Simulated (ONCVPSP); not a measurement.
# What one change does to a pseudopotential (nitrogen, ONCV)

nitrogen, optimised norm-conserving Vanderbilt (ONCV), made with ONCVPSP 4.0.1 (PBE, non-relativistic). Core [He], reference 2s2 2p3. Waves: 2s: rc 1.05 bohr, ncon 4, nbas 8, qcut 4.8 1/bohr, 2 projectors, debl 3.2 Ha; 2p: rc 2.00 bohr, ncon 4, nbas 7, qcut 6.1 1/bohr, 3 projectors, debl 3.9 Ha; d scattering state at 0.41 Ha: rc 2.10 bohr, ncon 5, nbas 9, qcut 4.3 1/bohr, 1 projector. Local part: polynomial inside 0.75 bohr (lpopt 3, dvloc0 6 Ha). Core correction: none.

All-electron outer shells of the reference configuration (PBE, non-relativistic, ld1.x):

| shell | level (eV) | outermost node (bohr) | outermost maximum (bohr) |
| --- | --- | --- | --- |
| 1s | -384.48 | – | 0.15 |
| 2s | -18.56 | 0.32 | 1.02 |
| 2p | -7.10 | – | 0.98 |

Change: s: qcut 6.3; p: qcut 8; d: qcut 5.7.

Cutoffs: the cutoffs (Ha) at which the residual kinetic energy of the hardest occupied pseudo-wave falls to 1 and 0.1 mHa per electron; they do not see the model core or the augmentation charge, which bear on the density cutoff. Errors are all-electron minus pseudo energies relative to the spin-unpolarised reference configuration.

Task: How do hardness, ghosts and transferability respond?

Result: The potential gets softer (125 Ha and 158 Ha → 40 Ha and 144 Ha); of the 4 tests that both files solve, the error grows in 0 and shrinks in 4 by more than 15 % and 0.3 meV (median size 310.1 → 204.8 meV); neither file shows a bound ghost.

| quantity | base | changed |
| --- | --- | --- |
| cutoff, loose | 125 Ha | 40 Ha |
| cutoff, tight | 158 Ha | 144 Ha |
| loose cutoff by channel | s 125 Ha, p 15 Ha | s 40 Ha, p 19 Ha |
| bound ghosts | none | none |
| GHOST(+) flags under 300 eV | none | none |
| error for 2s2 2p2, meV [ΔE 13.60 eV] | +70 | +45 |
| error for 2s2 2p1, meV [ΔE 42.46 eV] | +550 | +365 |
| error for 2s2 2p0, meV [ΔE 89.54 eV] | +2060 | +1429 |
| error for 2s1 2p3, meV [ΔE 25.34 eV] | -61 | -40 |
| s: phases at 1.06 bohr within 0.05 rad from the reference energy up to (Ha; the scan ends near 5) | to the end of the scan | to the end of the scan |
| p: phases at 2.03 bohr within 0.05 rad from the reference energy up to (Ha; the scan ends near 5) | to the end of the scan | to the end of the scan |
| d: phases at 2.13 bohr within 0.05 rad from the reference energy up to (Ha; the scan ends near 5) | 3.4 | 3.5 |
